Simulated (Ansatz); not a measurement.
Molecule: C₂H₉P₂Si (charge 0, doublet). It need not be the lowest isomer of its formula. SMILES: [CH2][Si](C)(P)P
Geometry from a B3LYP-D3(BJ)/def2-TZVP (Ansatz, an electronic-structure program) optimisation:
```
Si
C 1 1.8320
H 2 1.0843 1 122.44
H 2 1.0849 3 114.66 1 -174.93
C 1 1.8753 2 111.46 3 169.22
H 5 1.0912 1 110.98 2 179.49
H 5 1.0916 6 108.25 1 -121.58
H 5 1.0922 6 107.94 7 -116.94
P 1 2.2743 2 108.40 3 49.05
H 9 1.4196 1 93.97 2 -63.36
H 9 1.4202 10 93.62 1 94.99
P 1 2.2817 2 111.71 3 -70.31
H 12 1.4182 1 94.56 2 49.52
H 12 1.4207 13 93.92 1 96.08
```
Charge 0, spin multiplicity 2.

Computed values are from Ansatz. Correlated levels leave the core frozen unless marked. UHF or UKS for open shells. No spin-orbit coupling. Non-relativistic. CBS marks a two-point X^-3 extrapolation of the correlation energy; Hartree-Fock from the larger set.

Q: What is the atomisation energy De at CCSD(T)/CBS(cc-pV(T+d)Z,cc-pV(Q+d)Z)?

A: 4576.3 kJ/mol.

Q: What is the total energy at CCSD(T)/CBS(cc-pV(T+d)Z,cc-pV(Q+d)Z)?

A: -1052.4240 Eh.

Q: What is the T1 diagnostic at CCSD/cc-pV(Q+d)Z?

A: 0.015.

Q: What is the dipole moment at CCSD(T)/aug-cc-pV(D+d)Z?

A: 1.23 D.
